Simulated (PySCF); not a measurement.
# Excited states of Nb⁵⁺ (niobium, charge +5)

Ground state [Kr], ¹S. Calculation: PySCF 2.14, in def2-TZVP with the def2 core potential (28 electrons) (6s4p3d1f, 40 functions); scalar relativity through the core potential. Vertical excitation energies in eV without spin-orbit coupling; excited terms of each kind are numbered among those the solver found. Frozen: nothing.

| term | leading excitation | EOM-EE-CCSD |
| --- | --- | --- |
| 1 3P° | 4p → d | 35.138 |
| 1 3F° | 4p → d | 36.604 |
| 1 1D° | 4p → d | 38.653 |
| 1 3D° | 4p → d | 38.799 |
| 1 1F° | 4p → d | 39.068 |
| 1 1P° | 4p → d | 48.201 |
| 1 3S | 4p → p | 58.177 |
| 1 3D | 4p → p | 59.387 |
| 1 1D | 4p → p | 59.752 |
| 1 1P | 4p → p | 60.065 |
| 1 3P | 4p → p | 60.140 |
| 1 1S | 4p → p | 61.480 |

The spin-orbit splitting of the hole, absent here, rivals or exceeds the spacing of these terms, so the LS terms are model states.

The solver can miss terms.
